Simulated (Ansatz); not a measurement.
Start from `F[C@H]1[SiH2][C@@H]1F` and change one atom or group to get `F[C@H]1[SiH2][C@@H]1Cl`.

Ansatz, PBE0-D4/def2-TZVP geometries, multiplicity 1. 

| property | `F[C@H]1[SiH2][C@@H]1F` |
| --- | --- |
| size of the dipole moment (B3LYP/def2-TZVPP) / D | 2.10 |
| LUMO energy (ωB97M-V/def2-TZVPP) / eV | 1.27 |
| LUMO energy (PBE/def2-TZVPP) / eV | -1.30 |
| HOMO–LUMO gap (B3LYP/def2-TZVPP) / eV | 6.63 |
| HOMO energy (PBE0/def2-TZVPP) / eV | -7.54 |
| zero-point energy (PBE0-D4/def2-TZVP) / kJ/mol | 143.4 |

Question: What does the change do to each property? (An estimate is asked.)

Answer: Ansatz gave: 
| property | `F[C@H]1[SiH2][C@@H]1Cl` | shift |
| --- | --- | --- |
| size of the dipole moment (B3LYP/def2-TZVPP) / D | 2.10 | 0.00 |
| LUMO energy (ωB97M-V/def2-TZVPP) / eV | 1.12 | -0.15 |
| LUMO energy (PBE/def2-TZVPP) / eV | -1.54 | -0.24 |
| HOMO–LUMO gap (B3LYP/def2-TZVPP) / eV | 6.26 | -0.37 |
| HOMO energy (PBE0/def2-TZVPP) / eV | -7.35 | 0.19 |
| zero-point energy (PBE0-D4/def2-TZVP) / kJ/mol | 139.9 | -3.5 |

With PBE0 the HOMO rises by 0.19 eV and the LUMO falls by 0.20 eV, so the gap narrows by about 0.39 eV. PBE moves the HOMO by 0.13 eV and ωB97M-V by 0.24 eV. Dipoles are sizes alone; their direction can turn.

B3LYP here is the variant with VWN-RPA as its local correlation; programs differ in this.
